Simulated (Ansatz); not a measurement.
All numbers were calculated with Ansatz.

Basis-set series for CH₄ClOSn (`[CH3][Sn]([OH])[Cl]`) radical. The species carries charge 0 and has multiplicity 2. Sn: def2 effective core potential. The geometry is a stationary point of PBE0-D4/def2-TZVP. It is one conformer, not always the lowest.

```json
{"functional": "PBE0-D4", "basis": "def2-SVP", "functions": "92", "energy (Eh)": "-789.76539", "HOMO (eV)": "-6.33", "LUMO (eV)": "-3.51"}
{"functional": "PBE0-D4", "basis": "def2-QZVPP", "functions": "386", "energy (Eh)": "-790.10549", "HOMO (eV)": "-6.53", "LUMO (eV)": "-3.70"}
{"functional": "ωB97M-V", "basis": "def2-SVP", "functions": "92", "energy (Eh)": "-789.91159", "HOMO (eV)": "-8.32", "LUMO (eV)": "-1.71"}
{"functional": "ωB97M-V", "basis": "def2-QZVPP", "functions": "386", "energy (Eh)": "-790.25563", "HOMO (eV)": "-8.56", "LUMO (eV)": "-2.01"}
```

(1) Give the rows for def2-TZVPP. (An estimate is asked.)

Answers

(1) The calculation gave: 
```csv
functional,basis,functions,energy (Eh),HOMO (eV),LUMO (eV)
PBE0-D4,def2-TZVPP,210,-790.08236,-6.49,-3.65
ωB97M-V,def2-TZVPP,210,-790.23316,-8.52,-1.93
```

HOMO and LUMO are taken over both spins.
